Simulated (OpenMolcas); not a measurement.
Fe2+ (d6) on a cation site of an ionic host was computed by SS-CASPT2, IPEA 0.25 Eh, imaginary shift 0.1 Eh with the d shell active (OpenMolcas, ANO-RCC-VDZP on the metal). Its lowest spin-free states, and all those of the highest spin:

```tsv
2S+1	Degeneracy	E (cm-1)
5	3	0
5	2	9550
3	3	12830
3	3	15510
1	1	15530
3	3	19880
3	3	21000
1	3	21630
3	3	21980
3	2	22570
3	3	25920
3	1	26260
```

**Question.** Is the site octahedral, tetrahedral or cube-like, axial, or of lower symmetry?

**Answer.** The states with 2S+1 = 5 have orbital degeneracies 3, 2. Threefold states need a cubic site. For d6 at this spin an octahedron puts the threefold T2 below the twofold E and a tetrahedron or cube puts the twofold E below the threefold T2, so the site is octahedral. The first gap at this spin, 9550 cm-1, is |10Dq| in ligand-field theory. The run had Fe2+ with its 6 nearest oxide ions at 2.246 Å, on the Ca site of CaO (a = 4.8105 Å, distance in the model lattice 2.405 Å). The rest of the host is ab initio model potentials to 7.6 Å, with orthogonalisation functions on the cations behind the ligands, and point charges beyond; the distance is set by hand and nothing relaxes. Ligand basis ANO-RCC-VDZP.

Roots that are degenerate in the reference are averaged as groups; the widest CASPT2 spread within a group is 430 cm-1 (the 3-fold group of multiplicity 3 near 12800 cm-1 above the lowest state of its run). Shifts and gaps below about the spread of the groups concerned are not significant. Over all roots computed the reference weight is 0.69 to 0.71; a low but even weight reflects the number of correlated electrons. An orbital triplet at a regular site is open to Jahn-Teller coupling, which can distort the site and quench the lowest spin-orbit gaps and is left out. A single d shell leaves out the double-shell effect, which counts most for late 3d ions, where the CASPT2 field can be off either way by tens of per cent. Ligand-to-metal charge-transfer states are missing. These CASPT2 states fit no ligand-field parameters well, so their order and spin gaps are uncertain. For late 3d ions with one d shell CASPT2 can put B and the spin-flip bands somewhat low as well as high. With one d shell and no ligand orbital active, 10Dq can be off by tens of per cent for divalent 3d ions, low with halides held by bare charges and at times high in hosts. Free-ion shares, where given, are those of the reference states; single-state CASPT2 does not remix them. No measured value stands beside these numbers; the geometry was set by hand and not optimised.
